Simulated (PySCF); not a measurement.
CrO3, charge +1, doublet, at a GFN2-xTB geometry (such geometries of metal compounds can be far from the true shape) (the multiplicity is a formal guess). Base run: PySCF with MN15/STO-3G.

Geometry (Å):
```xyz
4

Cr     0.1454    -0.1278    -0.1719
O     -1.1771    -0.9168     0.0757
O     -0.1891     1.2901    -0.7291
O      0.9299     0.0101     1.1692
```
Charge +1, spin multiplicity 2.
Orbitals are unrestricted.
All else is at PySCF's defaults.
Base energy -1253.20040 Eh.

The base run was repeated with changes; each row names its change, and settings that it needs were set with it.

| change | ΔE vs base (mEh) | grid points | electrons on the grid |
|---|---|---|---|
| base | 0.000 | 63152 | 47.00001 |
| grids.atom_grid = (75, 302) | -0.048 | 55504 | 46.99995 |
| grids.level = 1 | -0.009 | 22992 | 46.99989 |
| grids.level = 7 | -0.028 | 348384 | 47.00000 |
| grids.atom_grid = (150, 974) | -0.028 | 303520 | 47.00000 |
| grids.radi_method = gauss_chebyshev | 0.013 | 61320 | 47.00001 |
| grids.becke_scheme = stratmann | -0.019 | 63152 | 47.00001 |
| grids.prune = off | -0.001 | 107016 | 47.00001 |
| grids.radi_method = mura_knowles | 0.002 | 58752 | 47.00001 |
| grids.atom_grid = (30, 110) | 51.046 | 9768 | 46.99950 |
| grids.level = 0 | 170.9 | 5688 | 47.01001 |

Open shells are given as the SCF converged; they aren't shown to be the lowest states, and a large step between rows can be another state.
